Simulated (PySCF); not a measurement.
# Radial density of In³⁺ (indium, charge +3)

B3LYP, [Kr] 4d10, closed-shell 1S. Computed with PySCF 2.14 in x2c-TZVPall, with the spin-free X2C one-electron Hamiltonian (Gaussian nucleus).

```tsv
r (bohr)	4πr²ρ (e/bohr)
0.0272	60.09
0.0458	54.83
0.0770	76.66
0.129	66.94
0.218	59.64
0.366	49.58
0.616	19.02
1.04	18.25
1.74	3.396
2.93	0.1500
4.93	4.311e-05
```

Densities and radii are taken from the X2C orbitals without a picture-change correction, which distorts them close to the nucleus.
